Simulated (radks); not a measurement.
Results of a calculation; reference values are marked as such.
How relativity changes the ionisation of the silicon ion Si+ ([Ne] 3s2 3p1) to Si2+ ([Ne] 3s2). Spin-unpolarised spherical Kohn-Sham, PBEsol, point nucleus unless stated (finite: rms radius 3.1224 fm), a radial shooting solver on a logarithmic mesh with Libxc functionals. A level marked "c x" has the speed of light scaled by that factor and shares open shells by 2j + 1; other Dirac levels either fill j = l - 1/2 first or share by 2j + 1.

level                               E(Si+) (hartree)  E(Si2+) (hartree)  IE (eV)   HOMO  <r> HOMO (bohr)
non-rel.                                  -288.38349         -287.79639   15.976     3p            2.453
scalar-rel.                               -289.01517         -288.42852   15.964     3p            2.453
scalar-rel., finite nucleus               -289.01497         -288.42832   15.964     3p            2.453
Dirac, 2j+1 shares                        -289.01554         -288.42889   15.964  3p3/2            2.455
Dirac, low j first                        -289.01655         -288.42889   15.991  3p1/2            2.450
Dirac, 2j+1 shares, finite nucleus        -289.01535         -288.42869   15.964  3p3/2            2.455
Dirac, c x 1.25                           -288.78725         -288.20044   15.968  3p3/2            2.455
Dirac, c x 1.5                            -288.66360         -288.07670   15.970  3p3/2            2.454
Dirac, c x 10                             -288.38978         -287.80269   15.976  3p3/2            2.453

NIST Atomic Spectra Database: 16.346 eV (measured). The relativistic part of the total energy of Si+ is -0.6319 hartree (Dirac, 2j+1 shares, finite nucleus), 0.22 % of the non-relativistic value. Spin polarisation and multiplet splitting of open shells are left out at every level.

Beside tabulated values, note that spin-unpolarised runs miss the spin-polarisation part of the exchange energy of open shells.
